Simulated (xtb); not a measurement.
HCu, charge -1, doublet, at a GFN2-xTB geometry (such geometries of metal compounds can be far from the true shape) (the multiplicity is a formal guess), atoms displaced at random by about 0.1 Å a coordinate. Base run: GFN2-xTB in xtb.

Here is a job for xtb.
```
$ xtb mol.xyz --gfn 2 --chrg -1 --uhf 1 --opt --json

# file mol.xyz
2

Cu     0.05752444    -0.10887931     0.19545454
H     -0.09274557    -0.07731699     1.64978813
```

Variants of this job, named by their change:

```
change              ΔE vs base (mEh)  optimiser steps
------------------  ----------------  ---------------
base                           0.000                5
engine = lbfgs                 0.000                -
opt level = tight              0.000                5
opt level = loose              0.000                4
opt level = crude              0.000                4
alpb = hexane                -67.834                5
opt level = sloppy             0.000                4
engine = inertial              0.003                -
opt level = vtight             0.000                6
alpb = benzene               -86.093                5
```
